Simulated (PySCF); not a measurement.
Ligands exchanged one at a time, B Br-OH. All species are isolated molecules in the gas phase. One relaxed conformer stands for each flexible species; it need not be the lowest. Strings in code marks are SMILES.

The S1 excitation (TDA) from two functionals at the same geometries (PBE0-D3(BJ)/def2-TZVP), both in PySCF: PBE-D3(BJ)/def2-TZVP and PBE0-D3(BJ)/def2-TZVP. Excitations are Tamm–Dancoff values on a coarser integration grid. The basis has no diffuse functions, so Rydberg states are missing or too high.

| species | PBE0-D3(BJ)/def2-TZVP (eV) |
|---|---|
| 0 of 3 Br replaced by OH (`BrB(Br)Br`) | 4.70 |
| 1 of 3 Br replaced by OH (`OB(Br)Br` (H–O–B–Br torsion 0°)) | 6.06 |
| 2 of 3 Br replaced by OH | 6.94 |
| 3 of 3 Br replaced by OH (`OB(O)O`) | 8.38 |

Problem. What does PBE-D3(BJ)/def2-TZVP give for each?

Solution. 
- 0 of 3 Br replaced by OH (`BrB(Br)Br`): 4.17
- 1 of 3 Br replaced by OH (`OB(Br)Br` (H–O–B–Br torsion 0°)): 5.45
- 2 of 3 Br replaced by OH: 5.83
- 3 of 3 Br replaced by OH (`OB(O)O`): 7.38
Over these rows, drawn at random from the members with no instability flagged (it was tested for open shells, ions and some series alone), PBE minus PBE0-D3(BJ): mean -0.81 eV, from -1.11 eV to -0.53 eV.
